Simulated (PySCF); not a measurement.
Species: C4H5BCl2.
Atom-mapped SMILES: `[CH3:1][C:2]1=[CH:3][C@H:4]1[B:5]([Cl:6])[Cl:7]` (hydrogens: H8, H9, H10 on C1; H11 on C3; H12 on C4)

Method: PBE0-D3(BJ)/def2-SVP geometry optimisation, gas phase in PySCF; density fitting, grid level 1; the optimiser is geomeTRIC in internal coordinates, started from a GFN2-xTB structure with every atom displaced at random (about 0.01 Å).

Step 0: E = -29926.0584 eV
```
atom  x, y, z in Å  |  force x, y, z in eV/Å
C1     -1.5809    0.1837    0.8674   -0.915   1.326   0.606
C2     -0.4029   -0.6172    0.8175    1.665  -0.284   0.271
C3      0.2977   -1.6420    0.5121    0.715   1.262   0.790
C4      1.1032   -0.5334    1.2841   -1.786  -1.017  -0.435
B5      2.0690    0.3820    0.5561   -0.094  -0.233   0.486
Cl6     3.3938    1.1010    1.4080    0.619   0.338   0.425
Cl7     1.8811    0.7542   -1.1115   -0.175   0.213  -1.120
H8     -2.4250   -0.3149    0.4117   -0.558  -0.354  -0.213
H9     -1.8468    0.4688    1.9140    0.133  -0.196  -0.415
H10    -1.4325    1.1336    0.3275    0.093   0.013   0.001
H11     0.4779   -2.5973    0.1033    0.090  -1.121  -0.533
H12     1.2445   -0.7272    2.3526    0.212   0.052   0.137
```

Step 1: E = -29926.1926 eV
```
atom  x, y, z in Å  |  force x, y, z in eV/Å
C1     -1.5949    0.2114    0.8553    0.043  -0.303  -0.156
C2     -0.3756   -0.6105    0.8029   -0.127   0.202   0.229
C3      0.3495   -1.6338    0.5250   -0.060  -0.167   0.044
C4      1.0679   -0.5396    1.3202    0.075  -0.029  -0.236
B5      2.0670    0.3761    0.5822   -0.064   0.044  -0.342
Cl6     3.4521    1.1149    1.3737   -0.123  -0.059  -0.035
Cl7     1.8103    0.7153   -1.1493    0.139  -0.014   0.404
H8     -2.4403   -0.2770    0.3449    0.090   0.035  -0.007
H9     -1.8772    0.3813    1.9032   -0.015   0.088   0.095
H10    -1.4086    1.1906    0.3909   -0.007   0.052  -0.003
H11     0.4940   -2.6247    0.0976    0.035   0.124   0.023
H12     1.2347   -0.7131    2.3963    0.016   0.026  -0.015
```

Step 2: E = -29926.2069 eV
```
atom  x, y, z in Å  |  force x, y, z in eV/Å
C1     -1.6131    0.1979    0.8643    0.024  -0.054  -0.029
C2     -0.3860   -0.6048    0.8099    0.042   0.117   0.105
C3      0.3281   -1.6372    0.5351    0.016  -0.042  -0.041
C4      1.0767   -0.5289    1.2743   -0.084  -0.101  -0.020
B5      2.0900    0.3820    0.5542   -0.131   0.008  -0.211
Cl6     3.4464    1.0705    1.4269    0.052   0.045  -0.022
Cl7     1.8977    0.7810   -1.1599    0.033  -0.055   0.218
H8     -2.4560   -0.3180    0.3826    0.014  -0.001  -0.009
H9     -1.8788    0.4075    1.9130    0.001   0.031  -0.015
H10    -1.4513    1.1654    0.3640   -0.017   0.018   0.008
H11     0.4600   -2.6358    0.1302    0.029   0.013  -0.025
H12     1.2654   -0.6884    2.3482    0.021   0.022   0.041
```

Step 3: E = -29926.2110 eV
```
atom  x, y, z in Å  |  force x, y, z in eV/Å
C1     -1.6062    0.2007    0.8606    0.009   0.030  -0.013
C2     -0.3797   -0.6013    0.8184    0.031  -0.050   0.087
C3      0.3303   -1.6368    0.5384   -0.055   0.005  -0.015
C4      1.0786   -0.5396    1.2892   -0.016  -0.019   0.018
B5      2.0784    0.3771    0.5602   -0.019   0.015  -0.071
Cl6     3.4465    1.0822    1.4016    0.042   0.026   0.033
Cl7     1.8643    0.7708   -1.1436   -0.006  -0.014   0.010
H8     -2.4396   -0.3128    0.3617   -0.010  -0.008  -0.003
H9     -1.8887    0.4100    1.9055    0.003   0.002  -0.025
H10    -1.4392    1.1720    0.3681   -0.006   0.001   0.002
H11     0.4647   -2.6287    0.1196    0.019  -0.007  -0.027
H12     1.2697   -0.7025    2.3632    0.007   0.018   0.005
```

Question: Estimate the geometry and energy of step 4. (The exact step hangs on the optimiser's Hessian estimate; all steps are aligned on step 3, rigid shifts and turns removed.)

Answer: E = -29926.2117 eV, largest force 0.097 eV/Å
```
atom  x, y, z in Å  |  force x, y, z in eV/Å
C1     -1.6029    0.2021    0.8606    0.003   0.028  -0.036
C2     -0.3779   -0.6027    0.8231   -0.005  -0.053   0.081
C3      0.3297   -1.6388    0.5393   -0.033   0.001   0.000
C4      1.0794   -0.5439    1.2938    0.011   0.014  -0.027
B5      2.0741    0.3761    0.5593    0.009   0.002   0.018
Cl6     3.4414    1.0892    1.3997    0.011   0.011   0.004
Cl7     1.8548    0.7645   -1.1431   -0.004  -0.003  -0.018
H8     -2.4345   -0.3093    0.3561   -0.005  -0.003   0.003
H9     -1.8912    0.4120    1.9030   -0.001  -0.002   0.000
H10    -1.4326    1.1742    0.3706    0.002  -0.005  -0.003
H11     0.4659   -2.6275    0.1124    0.010   0.006  -0.015
H12     1.2729   -0.7048    2.3679    0.002   0.005  -0.008
```

The energy changes by -0.0006 eV. The first-order estimate −F·Δx gives -0.0011 eV and the mean of the old and new forces, exact on a quadratic surface, -0.0008 eV. The step makes an angle of 73° with the force vector and moves no atom by more than 0.011 Å.

What follows is the cost of the whole optimisation. On an Arm Neoverse V1 with one thread (shared host), this took 87 s and 0.51 GiB of memory at its peak.
